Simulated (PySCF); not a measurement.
C4H9ClSi, SMILES [SiH3]C[C@@H]1C[C@@H]1Cl.

Geometry optimised at B3LYP-D3(BJ)/def2-SVP. The structure was generated by enumeration; whether it is a known compound was not checked. Other conformers were not sampled.

The numbers are results of TDA-CAM-B3LYP/def2-SVPD run with PySCF, not measurements.

Vertical excitations. Gas-phase values at a fixed geometry.

Computed lowest excited states:
| state | energy (eV) | λ (nm) | f | main pairs |
|---|---|---|---|---|
| S1 | 6.87 | 181 | 0.003 | HOMO→LUMO+1 34 %, HOMO→LUMO 27 %, HOMO→LUMO+2 13 %, HOMO→LUMO+3 6 % |
| S2 | 7.30 | 170 | 0.005 | HOMO−1→LUMO+1 30 %, HOMO−1→LUMO 27 %, HOMO−1→LUMO+2 11 %, HOMO−1→LUMO+3 6 % |
| S3 | 7.49 | 166 | 0.016 | HOMO→LUMO+2 49 %, HOMO→LUMO 38 % |
| S4 | 7.85 | 158 | 0.000 | HOMO−1→LUMO 30 %, HOMO−1→LUMO+2 30 %, HOMO→LUMO+2 9 %, HOMO→LUMO+3 8 % |
| S5 | 7.97 | 156 | 0.015 | HOMO→LUMO+3 20 %, HOMO−1→LUMO+2 19 %, HOMO→LUMO+2 15 %, HOMO→LUMO 15 % |
| S6 | 8.23 | 151 | 0.008 | HOMO→LUMO+5 34 %, HOMO−2→LUMO 19 %, HOMO→LUMO+3 11 %, HOMO−2→LUMO+1 11 % |
| T1 | 6.19 | 200 | 0 | HOMO→LUMO+1 30 %, HOMO→LUMO 18 %, HOMO→LUMO+2 15 %, HOMO→LUMO+3 6 % |
| T2 | 6.69 | 185 | 0 | HOMO−1→LUMO+1 25 %, HOMO−1→LUMO 15 %, HOMO−1→LUMO+2 14 %, HOMO−2→LUMO+1 7 % |
Triplets are in the Tamm–Dancoff approximation.
